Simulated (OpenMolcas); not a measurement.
## Dy: from CASSCF to CASPT2

```json
{
  "Program": "OpenMolcas",
  "Basis": "ANO-RCC-VQZP [9s8p6d4f3g2h]",
  "Scalar Hamiltonian": "DKH2, point nucleus",
  "Active space": "10 electrons in 7 orbitals (4f)",
  "State averaging": "2S+1 = 5 even, 35 roots (30 in the spin-orbit step); 2S+1 = 3 even, 210 roots (99 in the spin-orbit step); 2S+1 = 1 even, 196 roots (31 in the spin-orbit step)",
  "Spin-orbit coupling": "RASSI with atomic mean-field integrals over the reference wave functions, term energies averaged over their components"
}
```

Methods on the same reference wave functions:
A. CASSCF
B. SS-CASPT2, IPEA 0.25 Eh, imaginary shift 0.1 Eh (closed shells correlated: 5s 5p 6s)

Energies in cm-1 above 4f10 6s2 5I8, the measured ground level; measured values from NIST Handbook of Basic Atomic Spectroscopic Data.

```
              Level      A      B  Measured
       4f10 6s2 5I8    0.0    0.0       0.0
       4f10 6s2 5I7   4247   4320      4134
       4f10 6s2 5I6   7392   7400      7051
       4f10 6s2 5I5   9762   9650      9212
       4f10 6s2 5I4  11613  11430     10925
       4f10 6s2 5F5  18668  14840          
4f10 6s2 5S2 [73 %]  21020  16830          
       4f10 6s2 3K8  21520  19190          
       4f10 6s2 5F4  21743  17960          
       4f10 6s2 5F3  23198  19350          
       4f10 6s2 5F1  24424  20420          
       4f10 6s2 3K7  25671  23280          
4f10 6s2 3K6 [73 %]  29357  27140          
       4f10 6s2 3L9  29974  27380          
4f10 6s2 5G5 [61 %]  30881  26250
```

Deviations, from unrounded energies. A percentage is the sum of absolute deviations over the sum of measured energies, with the sign that they share, or ± where signs differ.

```json
{"Against measurement": "mean absolute deviation (cm-1)", "Levels": "4", "A": "420", "B": "370"}
{"Against measurement": "fine structure of the ground term (%)", "Levels": "4", "A": "+5.4", "B": "+4.7"}
```

B lies closest to measurement on these levels. The largest miss of B in the table is 4f10 6s2 5I4, by +510 cm-1. The ranking rests on the paired levels alone, and a cruder setting can come out closer through cancelling errors.

From A to B the spin-free energies of the other terms of 4f10 6s2 shown, above 5I, scale by factors of 0.75 to 0.90, as is usual when dynamic correlation screens the repulsion within a d or f shell.

The lowest spin-free term lies below A's lowest term by 1.013 hartree in B.

CASPT2 breaks the degeneracy within a term, and the mean is taken; among the terms shown or strongly mixed into the levels shown the widest spread is 640 cm-1 (4f10 6s2 5I, B). High states are left out of the spin-orbit mixing, which shifts the levels that they would mix with. With the s shell closed, the reference lacks s² → p² mixing. Without dynamic correlation excited terms often stand tens of per cent too high (terms of higher spin than the ground term too low), and those without a measured partner can miss by more than the paired ones (holds for A). The CASPT2 spread within a term exceeds the gap to the next term for 4f10 6s2 5G and 4f10 6s2 3H, so the order of their levels is uncertain, and so are names and mixing where such terms share a J (holds for B). Computed and measured levels are paired by configuration, term and J; levels that our copy of the source lacks, or whose pairing is in doubt (as where it misses far off the trend of its configuration), stay unpaired and out of the deviations. Only configurations of the active space appear. Levels that lie high or do not pair safely by name in every column are left out.

A share in square brackets marks a mixed level and gives the weight of the term that names it, the lowest over the columns.
